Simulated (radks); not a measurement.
Species: Zn3+. Configuration: [Ne] 3s2 3p5 3d9 4f1 (not the ground configuration). All-electron calculation, Dirac Kohn-Sham, PBE, spin-unpolarised, spherical densities, finite nucleus; open shells fill j = l - 1/2 first; Fermi nuclear charge, rms radius 3.9283 fm. Program: a radial shooting solver on a logarithmic mesh with Libxc functionals. Some entries of the table are withheld. Estimate them.

orbital,occ.,eigenvalue (Ry),<r> (bohr)
1s1/2,2,-704.7831,(1)
2s1/2,2,-89.70592,0.2259
2p1/2,2,(2),0.1958
2p3/2,4,(3),0.1992
3s1/2,2,-13.86081,0.6715
3p1/2,2,(4),(5)
3p3/2,3,(6),(7)
3d3/2,4,-4.94520,(8)
3d5/2,5,-4.91355,(9)
4f5/2,1,-0.85911,(10)
4f7/2,0,-0.85908,(11)

Answer. 
(1) 1s1/2 <r> (bohr): 0.05030
(2) 2p1/2 eigenvalue (Ry): -79.57583
(3) 2p3/2 eigenvalue (Ry): -77.81798
(4) 3p1/2 eigenvalue (Ry): -10.61942
(5) 3p1/2 <r> (bohr): 0.6896
(6) 3p3/2 eigenvalue (Ry): -10.38459
(7) 3p3/2 <r> (bohr): 0.6993
(8) 3d3/2 <r> (bohr): 0.7696
(9) 3d5/2 <r> (bohr): 0.7735
(10) 4f5/2 <r> (bohr): 4.350
(11) 4f7/2 <r> (bohr): 4.350
